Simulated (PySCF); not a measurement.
PySCF 2.14 output of a UHF calculation on a single atom or ion in def2-TZVP with the def2 core potential (46 electrons), with scalar relativity through the core potential:

```
SCF conv_tol = 1e-09
number electrons alpha = 5  beta = 4
cycle= 1 E= -30.5319048139774  delta_E= -0.00283  |g|= 0.0144  |ddm|= 0.0428
cycle= 2 E= -30.5320557570516  delta_E= -0.000151  |g|= 0.00375  |ddm|= 0.00953
cycle= 3 E= -30.5320680450356  delta_E= -1.23e-05  |g|= 0.000385  |ddm|= 0.00409
cycle= 4 E= -30.5320682710006  delta_E= -2.26e-07  |g|= 3.89e-05  |ddm|= 0.000939
cycle= 5 E= -30.532068273533  delta_E= -2.53e-09  |g|= 5.05e-06  |ddm|= 0.000104
cycle= 6 E= -30.5320682735649  delta_E= -3.18e-11  |g|= 3.77e-07  |ddm|= 1.27e-05
converged SCF energy = -30.5320682735649  <S^2> = 0.75346693  2S+1 = 2.0034639
```

The run itself started from symmetry-adapted Hartree-Fock orbitals and held the occupation by maximum overlap, so the iterations belong to that start.

Which element, charge and spin multiplicity is this?

La²⁺ (lanthanum, charge +2), multiplicity 2; the state was [Xe] 5d1, 2D determinant.

Energies and moments cover only the electrons outside the core potential. Spin-orbit coupling, absent here, splits the open shell strongly.
